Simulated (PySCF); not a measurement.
SnH₃, SMILES [SnH3], multiplicity 2.

Coordinates come from a B3LYP-D3(BJ)/def2-TZVPD optimisation. The multiplicity is an assumed one; other spin states were not compared. The isomer is the one that the SMILES or the coordinates give; other isomers of the formula were not compared. The def2 effective core potentials stand for the cores of Sn; spin–orbit coupling is left out.

The numbers are results of ωB97X/def2-TZVPD run with PySCF, not measurements.

Gas-phase values at a fixed geometry.

Computed frontier levels, dipole moment and polarisability:
The α spin, highest occupied and lowest empty level is -8.17 and 1.50 eV and the β spin, highest occupied and lowest empty level is -11.39 and -1.74 eV. The dipole moment is 0.32 D. The quadrupole, principal values (traceless, Buckingham form, about the centre of nuclear charge) is -0.27, -0.27, 0.54 D·Å, the mean static polarisability is 48.0 bohr³ (7.12 Å³) and the polarisability, principal values is 44.9, 49.6, 49.6 bohr³. The ⟨S²⟩ is 0.752 (pure state 0.75).
